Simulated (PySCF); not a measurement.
# Broadened absorption spectrum of C3H8ClFSi2

Compound: C3H8ClFSi2.
Structure used (GFN2-xTB), in Å, numbered top down from 1:
```xyz
15
C3H8ClFSi2 angstrom
C     -2.099   -0.765    0.334
Si    -1.266    0.694   -0.551
Cl    -0.681    0.144   -2.410
C      0.261    1.264    0.429
F     -0.006    2.424    1.111
C      1.474    0.745    0.561
Si     2.135   -0.814   -0.253
H     -1.398   -1.578    0.505
H     -2.492   -0.463    1.300
H     -2.924   -1.158   -0.251
H     -2.148    1.855   -0.667
H      2.169    1.288    1.193
H      3.086   -1.411    0.690
H      2.823   -0.445   -1.490
H      1.061   -1.771   -0.522
```

Theory: TDDFT CAM-B3LYP/def2-SVPD, vertical, gas phase, core orbitals frozen in the response in PySCF.

Computed states:

| state | E (eV) | f |
| --- | --- | --- |
| S1 | 6.33 | 0.304 |
| S2 | 6.76 | 0.0065 |
| S3 | 7.10 | 0.0068 |
| S4 | 7.31 | 0.0009 |
| S5 | 7.39 | 0.0089 |
| S6 | 7.49 | 0.0010 |
| S7 | 7.97 | 0.0062 |
| S8 | 8.13 | 0.010 |

Broadening: Gaussians 0.5 eV wide at half height, area fixed by f = 4.319×10⁻⁹ ∫ε dν̃. The width is an assumption, not a result. The curve ends short of the highest state used, and states not computed would add to its high-energy end.

Problem. What does the envelope look like, and where are its maxima?

Solution. 
(E (eV), ε (L mol⁻¹ cm⁻¹)): (5.58, 30), (5.63, 68), (5.67, 124), (5.72, 252), (5.76, 427), (5.81, 785), (5.85, 1227), (5.90, 2041), (5.94, 2945), (5.99, 4433), (6.04, 6311), (6.08, 8045), (6.13, 10367), (6.17, 12202), (6.22, 14232), (6.26, 15470), (6.31, 16338), (6.35, 16406), (6.40, 15699), (6.44, 14575), (6.49, 12658), (6.53, 10888), (6.58, 8618), (6.62, 6906), (6.67, 5037), (6.71, 3814), (6.76, 2640), (6.80, 1960), (6.85, 1380), (6.89, 1085), (6.94, 866), (6.98, 773), (7.03, 724), (7.07, 717), (7.12, 729), (7.16, 746), (7.21, 767), (7.25, 778), (7.30, 778), (7.34, 765), (7.39, 731), (7.44, 679), (7.48, 629), (7.53, 562)

Maxima: 196 nm (6.33 eV), ε about 16000, made up of S1 (100%); 170 nm (7.28 eV), ε about 780, made up of S3 (33%) and S5 (54%) (ε in L mol⁻¹ cm⁻¹; maxima over ε = 5, shares over 10%).

Problem. Coming from long wavelengths, where does ε first pass 100 L mol⁻¹ cm⁻¹?

Solution. At about 219 nm (5.66 eV), 0.68 eV below S1.

Problem. What would ε be at 6.33 eV, the highest of these maxima, with half the width (0.25 eV)?

Solution. About 32800 L mol⁻¹ cm⁻¹ against 16400, a factor of about 1.99; a lone state at its own centre would give exactly 2.

Problem. On this curve, what absorbance would a 10⁻⁵ mol/L sample give at 193 nm over a 1 cm path?

Solution. 193 nm is 6.424 eV, where ε is about 15000 L mol⁻¹ cm⁻¹, so A = ε c l ≈ 0.15 (Beer–Lambert, with the gas-phase spectrum and the assumed width).

One conformer stands for the species.
